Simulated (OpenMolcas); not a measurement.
**Au3+: moving or changing the point charges**

Au3+ among 6 point charges of -1.5 e arranged as an octahedron (Oh), 1.95 Å from the ion.

* Program: OpenMolcas
* Method: CASSCF
* Basis: ANO-RCC-VDZP [7s6p4d2f]
* Scalar Hamiltonian: DKH2, point nucleus
* Active space: 8 electrons in 5 orbitals (5d)
* State averaging: 2S+1 = 3 even, 10 roots; 2S+1 = 1 even, 15 roots
* Spin-orbit coupling: state interaction with AMFI integrals over the reference wave functions

Runs around this geometry, states (labels of O, the rotations of Oh). Energies in cm-1 above the lowest state or level, χT in cm3 K/mol; 10Dq and B are least-squares fits to the states below 45000 cm-1, weighted by degeneracy, with a free offset, and given where the rms deviation is under 5 % of |10Dq| (or 100 cm-1) and under 700 cm-1.

```json
{"R (Å)": "1.95", "q (e)": "-1.2", "Ground state": "3A2", "First state of that spin": "3T2 6646", "10Dq": "6416", "B (rms of fit)": "926 (96)", "First gap with spin-orbit (degeneracies)": "4619 (3, 2)", "χT at 300 K": "2.556", "First state of another spin": "1E 14591"}
{"R (Å)": "1.84", "q (e)": "-1.5", "Ground state": "3A2", "First state of that spin": "3T2 10745", "10Dq": "10347", "B (rms of fit)": "938 (144)", "First gap with spin-orbit (degeneracies)": "7581 (3, 2)", "χT at 300 K": "2.354", "First state of another spin": "1E 14992"}
{"R (Å)": "1.95", "q (e)": "-1.5", "Ground state": "3A2", "First state of that spin": "3T2 8294", "10Dq": "7992", "B (rms of fit)": "929 (121)", "First gap with spin-orbit (degeneracies)": "5837 (3, 2)", "χT at 300 K": "2.476", "First state of another spin": "1E 14796"}
{"R (Å)": "2.04", "q (e)": "-1.5", "Ground state": "3A2", "First state of that spin": "3T2 6765", "10Dq": "6521", "B (rms of fit)": "926 (102)", "First gap with spin-orbit (degeneracies)": "4713 (3, 2)", "χT at 300 K": "2.551", "First state of another spin": "1E 14628"}
```

Taking |10Dq| as R^-n, n = -ln(6521 / 10347) / ln(2.04 / 1.84) = 4.5 between the shortest and longest distance. The point-charge formula for a cubic d site gives n = 5.

Scaling the charges by -1.2 / -1.5 = 0.80 scales |10Dq| by 6416 / 7992 = 0.80; with fixed orbitals a first-order splitting would follow the charge.

Without dynamic correlation the repulsion within the d shell is too large (B by tens of per cent), so at a given field states of lower spin stand too high. Real 4d8 and 5d8 ions are as a rule square planar and diamagnetic. Spin-orbit coupling mixes the spin-free states strongly: the lowest level takes only 65 % from its leading state, 3A2 (figures for R = 1.95, q = -1.2; the like holds for R = 1.95, q = -1.5, R = 2.04, q = -1.5). This field is weak: 10Dq is about 6416 cm-1, while octahedral complexes of 5d ions of charge 3 and more, computed by the same method with explicit ligands, had a median near 35000 cm-1. Ground spin and moment need not be those of a real site (figures for R = 1.95, q = -1.2; the like holds for R = 1.84, q = -1.5, R = 1.95, q = -1.5, R = 2.04, q = -1.5). Point charges carry no covalency, so the field is a model and not that of real ligands. No measured value stands beside these numbers.
